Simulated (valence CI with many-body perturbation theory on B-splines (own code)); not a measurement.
Results of a calculation; reference values are marked as such.
Sensitivity of CI+MBPT for Hg XL

Method: configuration interaction combined with many-body perturbation theory (CI+MBPT): five valence electrons over a frozen Dirac-Fock core [Kr], radial functions for each j: 6 s, 6 p, 5 d, 5 f, 1 g, with the one-electron correlation potential Σ1 (screened to all orders), the two-electron term Σ2, the three-electron term Σ3, Breit, model QED; selected single and double excitations, second order for the rest, scaled by the run's own slope (own B-spline code, finite nucleus).

The last digits are not significant, and no measured levels were compared; by estimate large intervals hold to a few tenths of a per cent, small ones and those within an open d or f shell to about a per cent. Only levels of the ground parity were solved; by the run's estimate the other parity begins above the list, which can be wrong where configurations are misplaced.

The reference run has the lowest level (4d3/2^4 4d5/2) J=5/2 and an ionisation energy of 1840.13 eV. Its largest variational space holds 9998 state functions.

Levels are named by their leading jj configuration (3d3/2^4 stands for four electrons in 3d with j = 3/2), which in mixed levels can hold well under half, so a name can repeat and another be missing. Letters in brackets count levels of one name in rising energy.

Changed runs:
A. screening of Σ1 on → off
B. hole-hole ladder in Σ2 on → off
C. scale of Σ1 1 → 0.8
D. factor on the speed of light 1 → 0.9 (bad on purpose)

Excitation energies of the reference run in cm⁻¹, and shifts in cm⁻¹:

| Level | Reference | A | B | C | D |
| --- | --- | --- | --- | --- | --- |
| (4d3/2^3 4d5/2^2) J=5/2 [a] | 172101 | +245 | -2691 | -180 | +51955 |
| (4d3/2^3 4d5/2^2) J=7/2 [a] | 213649 | +240 | -2387 | -178 | +51151 |
| (4d3/2^3 4d5/2^2) J=3/2 [a] | 218676 | +240 | -203 | -178 | +51604 |
| (4d3/2^3 4d5/2^2) J=11/2 | 222511 | +244 | -4714 | -182 | +50983 |
| (4d3/2^3 4d5/2^2) J=9/2 | 237517 | +245 | -3042 | -183 | +51820 |
| (4d3/2^3 4d5/2^2) J=5/2 [b] | 248409 | +247 | -763 | -184 | +52771 |
| (4d3/2^3 4d5/2^2) J=1/2 | 258562 | +254 | +752 | -190 | +54564 |
| (4d3/2^3 4d5/2^2) J=7/2 [b] | 264030 | +242 | -1152 | -182 | +51912 |
| (4d3/2^3 4d5/2^2) J=3/2 [b] | 319627 | +254 | +4299 | -192 | +55425 |
| (4d3/2^2 4d5/2^3) J=5/2 [a] | 383302 | +477 | -2751 | -351 | +102176 |
| (4d3/2^2 4d5/2^3) J=7/2 [a] | 412535 | +486 | -3762 | -360 | +103477 |
| (4d3/2^2 4d5/2^3) J=11/2 | 418272 | +489 | -6566 | -363 | +103130 |
| Ionisation energy (eV) | 1840.13 | +0.17 | -0.38 | -0.54 | -3.22 |
